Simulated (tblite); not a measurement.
C7H11O (doublet state).
Atom-mapped SMILES: `[CH3:1][CH2:2][C@:3]12[CH:4][C@:5]([OH:6])([CH2:7]1)[CH2:8]2` (hydrogens: H9, H10, H11 on C1; H12, H13 on C2; H14 on C4; H15 on O6; H16, H17 on C7; H18, H19 on C8)

Structure optimised with GFN2-xTB, isolated species. This method treats the open shell by occupation alone, without spin polarisation.

**Question.** What internal coordinates does the optimisation give?

**Answer.** 
```json
{"bond": "C1–C2", "length (Å)": "1.525", "order": "single"}
{"bond": "C2–C3", "length (Å)": "1.501", "order": "single"}
{"bond": "C3–C4", "length (Å)": "1.519", "order": "single"}
{"bond": "C4–C5", "length (Å)": "1.509", "order": "single"}
{"bond": "C5–O6", "length (Å)": "1.373", "order": "single"}
{"bond": "C5–C7", "length (Å)": "1.562", "order": "single"}
{"bond": "C5–C8", "length (Å)": "1.542", "order": "single"}
{"bond": "C3–C7, C3–C8", "length (Å)": "1.551", "order": "single"}
{"bond": "C1–H9, C1–H10, C1–H11", "length (Å)": "1.087", "order": "single"}
{"bond": "C2–H12, C2–H13", "length (Å)": "1.093", "order": "single"}
{"bond": "C4–H14", "length (Å)": "1.079", "order": "single"}
{"bond": "O6–H15", "length (Å)": "0.964", "order": "single"}
{"bond": "C7–H16, C8–H18", "length (Å)": "1.087", "order": "single"}
{"bond": "C7–H17, C8–H19", "length (Å)": "1.088", "order": "single"}
```

Bonds in one row agree within 0.01 Å and their mean is given. Orders are formal, as drawn. A selection of angles:
```json
{"angle": "C1–C2–C3", "degrees": "111.9"}
{"angle": "C2–C3–C4", "degrees": "128.4"}
{"angle": "C2–C3–C7", "degrees": "127.3"}
{"angle": "C4–C3–C7", "degrees": "85.5"}
{"angle": "C4–C3–C8", "degrees": "87.0"}
{"angle": "C7–C3–C8", "degrees": "86.8"}
{"angle": "C3–C4–C5", "degrees": "76.8"}
{"angle": "C4–C5–O6", "degrees": "130.2"}
{"angle": "C4–C5–C7", "degrees": "85.5"}
{"angle": "C4–C5–C8", "degrees": "87.7"}
{"angle": "O6–C5–C7", "degrees": "127.3"}
{"angle": "O6–C5–C8", "degrees": "125.3"}
{"angle": "C7–C5–C8", "degrees": "86.8"}
{"angle": "C3–C7–C5", "degrees": "74.3"}
{"angle": "C3–C8–C5", "degrees": "74.9"}
{"angle": "H15–O6–C5", "degrees": "109.3"}
```

Torsions: C1–C2–C3–C4 179° (antiperiplanar); C2–C3–C4–C5 180° (antiperiplanar); C3–C4–C5–O6 -179° (antiperiplanar); C4–C5–C7–C3 -44° (synclinal); C4–C5–C8–C3 42° (synclinal); C2–C3–C7–C5 180° (antiperiplanar); C2–C3–C8–C5 180° (antiperiplanar); H15–O6–C5–C4 -40° (synclinal).

The 8 C–C bonds span 1.501 Å (C2–C3, drawn single) to 1.562 Å (C5–C7, drawn single), a spread of 0.061 Å. Of the pairs four or more bonds apart, H17···H19 is among the closest relative to their van der Waals radii: 2.27 Å, 95 % of the sum of Bondi's values. The 4-membered ring C3–C7–C5–C8 has internal angles of 74.3° to 86.8°; it is puckered, 0.31 Å rms from its mean plane, widest ring torsion 44°. The 4-membered ring C3–C4–C5–C7 has internal angles of 74.3° to 85.5° (sum 322°, against 360° for a flat polygon); it is puckered, 0.31 Å rms from its mean plane, widest ring torsion 45°. O6 (oxygen bonded to C and H) is bent (angle 109.3°). The 4-membered ring C3–C4–C5–C8 has internal angles of 74.9° to 87.7° (sum 326°, against 360° for a flat polygon); it is puckered, 0.29 Å rms from its mean plane, widest ring torsion 42°. C4 (carbon bonded to 2 C and H) is pyramidal (angles 126.8°, 126.4° and 76.8°, sum 330.0°, 0.39 Å off the plane of its three neighbours).

Its GFN2-xTB frequencies are all real (lowest 62 cm⁻¹). Torsions: C1–C2–C3–C4 179°, C4–C5–O6–H -40°.

One conformer stands for the species.

All values are computed, not measured.
